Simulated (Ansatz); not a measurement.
Ansatz (a program for electronic structure) input (wB97X-V/def2-TZVP):

Ansatz 0.2 input:
```yaml
crystal:
  periodic: [false, false, false]
  atoms:
    - {symbol: C, position_ang: [2.65482464, 0.60617953, -0.46869820]}
    - {symbol: C, position_ang: [1.45565457, -0.21464940, -0.00400056]}
    - {symbol: C, position_ang: [0.13425509, 0.50211657, -0.24165901]}
    - {symbol: C, position_ang: [-1.09223806, -0.27319619, 0.20229246]}
    - {symbol: O, position_ang: [-1.01330587, -1.37383477, 0.69692754]}
    - {symbol: C, position_ang: [-2.42672820, 0.40880534, -0.00796481]}
    - {symbol: H, position_ang: [2.71042546, 1.56197940, 0.05852821]}
    - {symbol: H, position_ang: [2.59713841, 0.82325721, -1.53835334]}
    - {symbol: H, position_ang: [3.59033933, 0.07405965, -0.28890987]}
    - {symbol: H, position_ang: [1.43588541, -1.17777545, -0.51803410]}
    - {symbol: H, position_ang: [1.54791934, -0.44862058, 1.05858876]}
    - {symbol: H, position_ang: [0.00795939, 0.74407910, -1.30409680]}
    - {symbol: H, position_ang: [0.11909622, 1.47198759, 0.27046283]}
    - {symbol: H, position_ang: [-2.56761132, 0.64777003, -1.06495225]}
    - {symbol: H, position_ang: [-2.45658009, 1.35495021, 0.53820845]}
    - {symbol: H, position_ang: [-3.23273324, -0.23654398, 0.33331869]}
basis:
  gaussian:
    orbitals: def2-TZVP
hamiltonian:
  xc: {name: wB97X-V}
relax: {f_tol: 0.003, max_steps: 100}
```

Output:

```
Functional definition: wB97X-V
integrals: 0.24 GiB planned
1491 factors; their error is unknown
integrals: 0.28 GiB planned
465 factors; integrals over basis functions are off by at most 3.9e-7 eV
0.38 GiB of the device are held for the grids
1.58 GiB of device memory are held for the factors and their scratch space
mean field: 1.58 GiB planned
mean field evaluation 1: about -7389.3722 eV, gradient 5.8e1 eV
mean field evaluation 2: about -7391.1327 eV, gradient 5.5e1 eV
mean field evaluation 4: about -7396.1868 eV, gradient 2.6e0 eV
mean field evaluation 8: about -7396.2201 eV, gradient 4.8e-2 eV
mean field evaluation 16: about -7396.1873 eV, gradient 1.7e-4 eV
mean field -7396.18728113 eV, -271.8048692657 hartree, gradient 5.9e-5 eV, S^2 0.000000; 0 other end points of the search recorded, 0 dependent functions left out
the calculation of the forces begins
reference -7396.18727890 eV, -271.8048691839 hartree; 24, 24 occupied and 222, 222 virtual orbitals, 1491 factors
relax step   1: F+E_penalty+E_count = -7396.18728113 eV  Δ(F+E_penalty+E_count) = +0.000e0 eV  max|allowed force component| = 9.167e-2 eV/Å  Δτ_max = 0.0000 Å  (31 SCF iters, accepted)
these checks for a lower state are left out or cut short: starts, cluster_reference, orbital_swaps, neighbouring_geometries, increment
integrals: 0.24 GiB planned
1491 factors; their error is unknown
integrals: 0.28 GiB planned
465 factors; integrals over basis functions are off by at most 3.9e-7 eV
0.38 GiB of the device are held for the grids
1.58 GiB of device memory are held for the factors and their scratch space
mean field: 1.58 GiB planned
mean field -7396.18860368 eV, -271.8049178685 hartree, gradient 2.4e-5 eV, S^2 0.000000; 0 other end points of the search recorded, 0 dependent functions left out
the calculation of the forces begins
reference -7396.18860145 eV, -271.8049177867 hartree; 24, 24 occupied and 222, 222 virtual orbitals, 1491 factors
relax step   2: F+E_penalty+E_count = -7396.18860368 eV  Δ(F+E_penalty+E_count) = -1.323e-3 eV  max|allowed force component| = 3.715e-2 eV/Å  Δτ_max = 0.0079 Å  (35 SCF iters, accepted)
these checks for a lower state are left out or cut short: starts, cluster_reference, orbital_swaps, neighbouring_geometries, increment
integrals: 0.24 GiB planned
1491 factors; their error is unknown
integrals: 0.28 GiB planned
465 factors; integrals over basis functions are off by at most 3.9e-7 eV
0.38 GiB of the device are held for the grids
1.58 GiB of device memory are held for the factors and their scratch space
mean field: 1.58 GiB planned
mean field evaluation 32: about -7396.1887 eV, gradient 2.4e-5 eV
mean field -7396.18871094 eV, -271.8049218102 hartree, gradient 2.4e-5 eV, S^2 0.000000; 0 other end points of the search recorded, 0 dependent functions left out
the calculation of the forces begins
reference -7396.18870871 eV, -271.8049217283 hartree; 24, 24 occupied and 222, 222 virtual orbitals, 1491 factors
relax step   3: F+E_penalty+E_count = -7396.18871094 eV  Δ(F+E_penalty+E_count) = -1.073e-4 eV  max|allowed force component| = 5.384e-3 eV/Å  Δτ_max = 0.0025 Å  (35 SCF iters, accepted)
these checks for a lower state are left out or cut short: starts, cluster_reference, orbital_swaps, neighbouring_geometries, increment
integrals: 0.24 GiB planned
1491 factors; their error is unknown
integrals: 0.28 GiB planned
465 factors; integrals over basis functions are off by at most 3.9e-7 eV
0.38 GiB of the device are held for the grids
1.58 GiB of device memory are held for the factors and their scratch space
mean field: 1.59 GiB planned
mean field -7396.18871288 eV, -271.8049218817 hartree, gradient 2.4e-5 eV, S^2 0.000000; 0 other end points of the search recorded, 0 dependent functions left out
the calculation of the forces begins
reference -7396.18871066 eV, -271.8049217998 hartree; 24, 24 occupied and 222, 222 virtual orbitals, 1491 factors
relax step   4: F+E_penalty+E_count = -7396.18871288 eV  Δ(F+E_penalty+E_count) = -1.946e-6 eV  max|allowed force component| = 2.402e-3 eV/Å  Δτ_max = 0.0003 Å  (34 SCF iters, accepted)
integrals: 0.24 GiB planned
1491 factors; their error is unknown
integrals: 0.28 GiB planned
465 factors; integrals over basis functions are off by at most 3.9e-7 eV
0.38 GiB of the device are held for the grids
1.58 GiB of device memory are held for the factors and their scratch space
mean field: 1.59 GiB planned
mean field evaluation 64: about -7396.1887 eV, gradient 5.9e-5 eV
mean field -7396.18871288 eV, -271.8049218817 hartree, gradient 2.4e-5 eV, S^2 0.000000; 1 other end points of the search recorded, 0 dependent functions left out
the calculation of the forces begins
reference -7396.18871066 eV, -271.8049217998 hartree; 24, 24 occupied and 222, 222 virtual orbitals, 1491 factors
Total energy: -7396.18871066 eV, -271.8049217998 hartree
Atom 0 at     2.652985     0.604845    -0.467885 Å, force    -0.000071    -0.000094     0.000070 eV/Å
Atom 1 at     1.453482    -0.216439    -0.003064 Å, force     0.001147    -0.000375     0.000103 eV/Å
Atom 2 at     0.135882     0.506994    -0.244200 Å, force     0.000918     0.001756    -0.001200 eV/Å
Atom 3 at    -1.089203    -0.270235     0.200682 Å, force    -0.001815    -0.002402     0.002006 eV/Å
Atom 4 at    -1.006376    -1.370386     0.695025 Å, force     0.000798     0.000364    -0.000370 eV/Å
Atom 5 at    -2.426142     0.408406    -0.007731 Å, force    -0.001713     0.001612    -0.000964 eV/Å
Atom 6 at     2.706746     1.562396     0.061272 Å, force     0.000124    -0.000114    -0.000215 eV/Å
Atom 7 at     2.593290     0.821736    -1.539890 Å, force     0.000160     0.000095     0.000219 eV/Å
Atom 8 at     3.590646     0.072071    -0.287882 Å, force    -0.000299     0.000156    -0.000047 eV/Å
Atom 9 at     1.431014    -1.181360    -0.519182 Å, force    -0.000011    -0.000033     0.000350 eV/Å
Atom 10 at     1.543270    -0.449888     1.062536 Å, force    -0.000086    -0.000311    -0.000213 eV/Å
Atom 11 at     0.009824     0.746252    -1.309571 Å, force     0.000247     0.000153     0.000158 eV/Å
Atom 12 at     0.121378     1.477496     0.271524 Å, force     0.000144    -0.000083    -0.000296 eV/Å
Atom 13 at    -2.566834     0.645789    -1.067071 Å, force     0.000015    -0.000106     0.000408 eV/Å
Atom 14 at    -2.455344     1.355000     0.541481 Å, force     0.000063    -0.000504    -0.000006 eV/Å
Atom 15 at    -3.230317    -0.242111     0.335611 Å, force     0.000377    -0.000116    -0.000003 eV/Å
Dipole moment:    -0.016133     0.529218    -0.239150 e Å
```
